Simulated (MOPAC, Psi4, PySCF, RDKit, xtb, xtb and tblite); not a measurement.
Two geometries of SMILES N[SiH2]c1ccccc1 (C6H9NSi), relaxed at GFN2-xTB with one dihedral held; other torsions can differ between them too.

Structure A

```
17

N      2.7660    -0.6144    -0.6418
Si     2.0285     0.6318     0.2948
C      0.1896     0.2150     0.3289
C     -0.2475    -0.9907     0.8687
C     -1.5918    -1.3119     0.9140
C     -2.5325    -0.4236     0.4195
C     -2.1178     0.7829    -0.1176
C     -0.7703     1.0950    -0.1580
H      3.7683    -0.6223    -0.7378
H      2.3364    -0.8961    -1.5086
H      2.6413     0.5297     1.6212
H      2.1842     2.0019    -0.2248
H      0.4824    -1.6882     1.2541
H     -1.9097    -2.2548     1.3366
H     -3.5841    -0.6704     0.4536
H     -2.8469     1.4814    -0.5042
H     -0.4575     2.0416    -0.5771
```

Structure B

```
17

N      2.8043    -0.6062    -0.6639
Si     2.0128     0.6046     0.2745
C      0.1691     0.2111     0.2602
C     -0.7114     1.0396     0.9492
C     -2.0687     0.7782     0.9829
C     -2.5758    -0.3292     0.3236
C     -1.7155    -1.1699    -0.3613
C     -0.3585    -0.9004    -0.3877
H      3.8103    -0.6382    -0.6365
H      2.4915    -0.7678    -1.6082
H      2.5793     0.4648     1.6184
H      2.1903     1.9922    -0.1947
H     -0.3229     1.9067     1.4655
H     -2.7339     1.4365     1.5241
H     -3.6361    -0.5369     0.3464
H     -2.1041    -2.0389    -0.8740
H      0.3058    -1.5695    -0.9150
```

### Question
Which is lower in energy at the level PBE0-D3(BJ)/def2-SVP // GFN2-xTB (Psi4), and by how much?

### Answer
A is lower, by 0.40 kcal/mol (dihedral N1–Si2–C3–C4: 60° in A, 180° in B).

E(B) − E(A) in kcal/mol at the other levels, on the same two geometries: GFN2-xTB (xtb and tblite) -0.06; MMFF94 // GFN2-xTB (RDKit) 0.65; PBE0/def2-SVP // GFN2-xTB (Psi4) 0.42; PBE/def2-SVP // GFN2-xTB (Psi4) 0.32; PBE-D3(BJ)/def2-SVP // GFN2-xTB (Psi4) 0.28; UFF // GFN2-xTB (RDKit) -0.22; PM3, restricted, heats of formation // GFN2-xTB (MOPAC) 0.11; AM1, restricted, heats of formation // GFN2-xTB (MOPAC) 0.55; GFN1-xTB // GFN2-xTB (xtb) 0.10; restricted B3LYP/6-31G*, spherical d, density fitting // GFN2-xTB (PySCF) 0.74; restricted B3LYP/LANL2DZ, with its core potentials past Ne // GFN2-xTB (PySCF) 0.99; restricted Hartree-Fock/3-21G, density fitting // GFN2-xTB (PySCF) 1.04; restricted MP2 (frozen core)/3-21G // GFN2-xTB (PySCF) 0.81.

MMFF94 has few fitted parameters for silicon.
